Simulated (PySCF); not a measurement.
A structure optimised at B3LYP-D3(BJ)/def2-SVP, used in a PySCF frequency run:

```
Si
N 1 1.7314
H 2 1.0155 1 116.97
C 2 1.4511 3 114.03 1 -159.74
H 4 1.1016 2 109.56 3 -170.65
H 4 1.1039 5 106.81 2 -120.61
H 4 1.1086 5 107.30 6 -115.14
H 1 1.4982 2 114.65 3 -91.27
C 1 1.8466 8 105.59 2 118.57
C 9 1.2179 8 146.95 1 -179.59
H 10 1.0747 5 127.63 4 156.47
C 1 1.8751 8 109.20 9 119.31
H 12 1.1010 1 110.72 8 -175.97
H 12 1.1013 13 108.41 1 -121.23
H 12 1.1026 13 108.53 14 -116.77
```
Charge 0, spin multiplicity 1.

Problem. Write its SMILES and formula.

Solution. C#C[Si@H](C)NC, C4H9NSi

Problem. What are its rotational constants (standard atomic weights)?

Solution. 2.9212, 2.4220, 1.4432 GHz
